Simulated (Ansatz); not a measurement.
C3H10Si2 (`CC1[SiH2]C[SiH2]1`). The species carries charge 0 and has multiplicity 1.

```xyz
15

C     1.778   -1.063   -0.250
C     0.769    0.073   -0.234
Si   -0.910   -0.048   -1.110
C    -1.737    0.956    0.263
Si   -0.226    0.526    1.318
H     2.170   -1.246   -1.255
H     2.635   -0.856    0.398
H     1.327   -1.996    0.097
H     1.228    1.008   -0.584
H    -0.993    0.501   -2.494
H    -1.403   -1.454   -1.129
H    -2.720    0.647    0.613
H    -1.765    2.022    0.020
H    -0.477   -0.676    2.162
H     0.325    1.606    2.184
```

(1) What are the harmonic wavenumbers in cm⁻¹ at PBE0-D4/def2-TZVP (Ansatz, finite differences of forces, unscaled)? (An estimate is asked.)

(2) Is this a minimum?

(3) Give the ideal-gas thermochemistry at 298.15 K and 1 bar (rigid rotor, harmonic oscillator; point group Cs, symmetry number 1).

## Answers

(1) Computed: 88, 193, 213, 244, 379, 435, 497, 551, 573, 624, 663, 704, 724, 752, 775, 888, 930, 939, 960, 962, 971, 974, 1098, 1115, 1284, 1388, 1408, 1488, 1498, 2191, 2199, 2204, 2210, 3027, 3036, 3089, 3097, 3111, 3166.

(2) Yes, all 39 modes are real.

(3) Zero-point energy 302.9 kJ/mol; H(298) − E = 325.0 kJ/mol; entropy 347.4 J/(mol·K), of which translation 166.6, rotation 113.3, vibration 67.5; G(298) − E = 221.4 kJ/mol. Modes under 100 cm⁻¹ are hindered rotations or soft bends, so the harmonic entropy is rough.
